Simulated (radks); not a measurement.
All-electron atom: neutral europium in [Xe] 4f7 6s1 6p1 (not the ground configuration).

Calculated with a radial shooting solver on a logarithmic mesh with Libxc functionals: Dirac Kohn-Sham, PBE, spin-unpolarised, spherical densities, finite nucleus; open shells are shared between the two j in proportion to 2j + 1; Fermi nuclear charge, rms radius 5.1115 fm.

Energy parts (hartree):
total: -10851.2975
kinetic: 11797.3036
electron-nucleus: -26624.3951
Hartree: 4218.9393
exchange-correlation: -243.1454

Orbitals (lengths in bohr, moments of r in powers of bohr; <r^-3> diverges for s and p1/2):
| orbital | occ. | eigenvalue (hartree) | <1/r> | <r^4> | <r^-3> |
|---|---|---|---|---|---|
| 1s1/2 | 2 | -1775.530 | 70.22 | 1.226e-06 | - |
| 2s1/2 | 2 | -291.4692 | 16.72 | 0.0001954 | - |
| 2p1/2 | 2 | -276.5370 | 16.70 | 0.0001212 | - |
| 2p3/2 | 4 | -252.7226 | 14.82 | 0.0001578 | 9386 |
| 3s1/2 | 2 | -64.17513 | 6.087 | 0.007644 | - |
| 3p1/2 | 2 | -57.72241 | 6.002 | 0.006975 | - |
| 3p3/2 | 4 | -52.86780 | 5.528 | 0.008497 | 1975 |
| 3d3/2 | 4 | -41.69664 | 5.404 | 0.006202 | 330.6 |
| 3d5/2 | 6 | -40.64034 | 5.285 | 0.006593 | 295.1 |
| 4s1/2 | 2 | -12.77795 | 2.538 | 0.1906 | - |
| 4p1/2 | 2 | -10.28478 | 2.432 | 0.2184 | - |
| 4p3/2 | 4 | -9.21385 | 2.271 | 0.2659 | 436.6 |
| 4d3/2 | 4 | -5.10913 | 2.051 | 0.3893 | 61.65 |
| 4d5/2 | 6 | -4.91699 | 2.011 | 0.4152 | 54.28 |
| 4f5/2 | 3 | -0.16036 | 1.420 | 6.185 | 6.971 |
| 4f7/2 | 4 | -0.13768 | 1.399 | 7.256 | 6.692 |
| 5s1/2 | 2 | -1.68808 | 0.9630 | 6.887 | - |
| 5p1/2 | 2 | -1.02089 | 0.8439 | 12.02 | - |
| 5p3/2 | 4 | -0.88123 | 0.7865 | 15.49 | 55.98 |
| 6s1/2 | 1 | -0.15986 | 0.3006 | 618.4 | - |
| 6p1/2 | 0.333333 | -0.07111 | 0.2242 | 2001 | - |
| 6p3/2 | 0.666667 | -0.06326 | 0.2115 | 2487 | 3.179 |

The highest occupied level is 6p3/2 at -1.721 eV. The electron density at the nucleus is 5.792e+05 e/bohr^3.
